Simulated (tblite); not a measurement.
C4H7FOSi.
Geometry (GFN2-xTB, Å), atoms numbered from 1 in this order:
```xyz
14
C4H7FOSi angstrom
C     -1.650    1.067   -1.005
C     -0.965    0.275   -0.181
C     -1.482   -1.042    0.182
O     -0.894   -1.784    0.930
Si     0.692    0.676    0.656
C      1.960   -0.649    0.090
F      3.242   -0.241    0.409
H     -2.593    0.764   -1.437
H     -1.292    2.045   -1.278
H     -2.454   -1.329   -0.265
H      0.542    0.648    2.109
H      1.133    1.988    0.173
H      1.807   -1.609    0.587
H      1.954   -0.810   -0.992
```

Computed with GFN2-xTB (tblite): harmonic, unscaled wavenumbers at the GFN2-xTB geometry, gas phase. Errors from tens to a few hundred cm⁻¹ against measured bands are possible. Modes of hydrogen on silicon can be 10 to 20 % off. One conformer, not necessarily the lowest.

Harmonic wavenumbers (cm⁻¹): 49.0, 58.3, 96.5, 118.3, 138.4, 252.1, 322.5, 356.8, 457.4, 538.5, 597.0, 609.2, 633.6, 704.0, 719.7, 757.1, 768.9, 928.1, 940.0, 945.3, 1024.4, 1198.6, 1220.8, 1273.9, 1342.6, 1408.9, 1435.3, 1654.2, 1728.4, 2252.7, 2290.4, 2762.7, 2939.3, 2968.3, 3059.8, 3117.9.

A = 3408, B = 1313, C = 1057 MHz; mass 118.025 u (most abundant isotopes); point group C1, symmetry number 1.

**Question.** Zero-point energy?

**Answer.** Half the sum of the wavenumbers: 20834 cm⁻¹ = 59.57 kcal/mol.

**Question.** Entropy at 500 K, 1 bar (ideal gas, RRHO, classical rotation)?

**Answer.** Translation 42.81, rotation 30.15, vibration 43.92: S = 116.9 cal/(mol K).

**Question.** And Cp and H(500 K) − H(0)?

**Answer.** Cp = 46.51 cal/(mol K), of which vibrations give 38.56 (their classical limit is 36 R = 71.5); H(500 K) − H(0) = 14.68 kcal/mol without the zero-point energy, 10.70 from vibrations.

**Question.** How do the functions run with temperature in this model?

**Answer.** 
```json
{"T (K)": "100", "S (cal/(mol K))": "69.3", "Cp (cal/(mol K))": "18.2", "H − H(0) (kcal/mol)": "1.33", "G − H(0) (kcal/mol)": "-5.60", "ln q(vib)": "1.93"}
{"T (K)": "200", "S (cal/(mol K))": "84.3", "Cp (cal/(mol K))": "26.0", "H − H(0) (kcal/mol)": "3.53", "G − H(0) (kcal/mol)": "-13.32", "ln q(vib)": "4.48"}
{"T (K)": "300", "S (cal/(mol K))": "96.4", "Cp (cal/(mol K))": "34.0", "H − H(0) (kcal/mol)": "6.54", "G − H(0) (kcal/mol)": "-22.37", "ln q(vib)": "6.85"}
{"T (K)": "800", "S (cal/(mol K))": "141.5", "Cp (cal/(mol K))": "58.0", "H − H(0) (kcal/mol)": "30.51", "G − H(0) (kcal/mol)": "-82.67", "ln q(vib)": "17.41"}
{"T (K)": "1000", "S (cal/(mol K))": "155.0", "Cp (cal/(mol K))": "62.9", "H − H(0) (kcal/mol)": "42.63", "G − H(0) (kcal/mol)": "-112.35", "ln q(vib)": "21.05"}
```

q(vib) and H(0) count from the zero-point level.

**Question.** Blend soft modes into free rotors: weight 1/[1 + (100 cm⁻¹/ν̃)⁴] for the oscillator and the rest for a rotor with moment μB/(μ + B), μ = h/(8π²ν), B = 10⁻⁴⁴ kg m². What vibrational entropy results?

**Answer.** 39.66 cal/(mol K) in place of 43.92, which changes −T·S at 500 K by +2.13 kcal/mol.

**Question.** What must be added to the electronic energy to get the Gibbs energy at 500 K and 1 bar?

**Answer.** ZPE + [H(500 K) − H(0)] − T·S = 59.57 + 14.68 − 58.44 = 15.81 kcal/mol.

**Question.** Which modes carry the vibrational entropy at 500 K?

**Answer.** 49.0 cm⁻¹: 5.88; 58.3 cm⁻¹: 5.54; 96.5 cm⁻¹: 4.54; 118.3 cm⁻¹: 4.14; 138.4 cm⁻¹: 3.83; 252.1 cm⁻¹: 2.67 cal/(mol K); the other 30 give 17.33 together.

Hindered rotation and anharmonicity are outside this model. Other conformers, if any are populated, would add a mixing term that is left out. The structure is chiral; the term R ln 2 for an equal mix with its mirror image is left out.
